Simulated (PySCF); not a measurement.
Si(Cl)(Br)(NH2)2 (BrClH4N2Si), SMILES N[Si](N)(Cl)Br.

Coordinates come from a PBE0-D3(BJ)/def2-SVP optimisation. The structure was generated by enumeration, and PubChem lists no compound with its InChIKey, so it may never have been made. The values are those of a single conformer.

The numbers are results of PySCF 2.14.0 with TDDFT-PBE/def2-SVPD, not measurements.

Vertical excitations. 

```json
[
 {"state": "S1", "energy (eV)": "5.81", "λ (nm)": "213", "f": "0.011", "main pairs": "HOMO→LUMO 97 %"},
 {"state": "S2", "energy (eV)": "5.97", "λ (nm)": "208", "f": "0.029", "main pairs": "HOMO−1→LUMO 97 %"},
 {"state": "S3", "energy (eV)": "6.37", "λ (nm)": "195", "f": "0.015", "main pairs": "HOMO→LUMO+1 68 %, HOMO−2→LUMO 24 %"},
 {"state": "S4", "energy (eV)": "6.45", "λ (nm)": "192", "f": "0.048", "main pairs": "HOMO−2→LUMO 65 %, HOMO→LUMO+1 27 %"},
 {"state": "S5", "energy (eV)": "6.53", "λ (nm)": "190", "f": "0.009", "main pairs": "HOMO−1→LUMO+1 90 %"},
 {"state": "S6", "energy (eV)": "6.71", "λ (nm)": "185", "f": "0.042", "main pairs": "HOMO−3→LUMO 92 %"},
 {"state": "S7", "energy (eV)": "6.90", "λ (nm)": "180", "f": "0.002", "main pairs": "HOMO→LUMO+2 94 %"},
 {"state": "S8", "energy (eV)": "7.01", "λ (nm)": "177", "f": "0.002", "main pairs": "HOMO−2→LUMO+1 88 %"},
 {"state": "S9", "energy (eV)": "7.07", "λ (nm)": "175", "f": "0.012", "main pairs": "HOMO−1→LUMO+2 85 %"},
 {"state": "S10", "energy (eV)": "7.18", "λ (nm)": "173", "f": "0.004", "main pairs": "HOMO−4→LUMO 69 %, HOMO→LUMO+3 26 %"},
 {"state": "T1", "energy (eV)": "5.59", "λ (nm)": "222", "f": "0", "main pairs": "HOMO→LUMO 99 %"},
 {"state": "T2", "energy (eV)": "5.74", "λ (nm)": "216", "f": "0", "main pairs": "HOMO−1→LUMO 99 %"},
 {"state": "T3", "energy (eV)": "6.13", "λ (nm)": "202", "f": "0", "main pairs": "HOMO−2→LUMO 78 %, HOMO→LUMO+1 19 %"},
 {"state": "T4", "energy (eV)": "6.19", "λ (nm)": "200", "f": "0", "main pairs": "HOMO→LUMO+1 78 %, HOMO−2→LUMO 16 %"}
]
```
Triplets are in the Tamm–Dancoff approximation, which puts them higher than full response would, so one can lie above its singlet here.
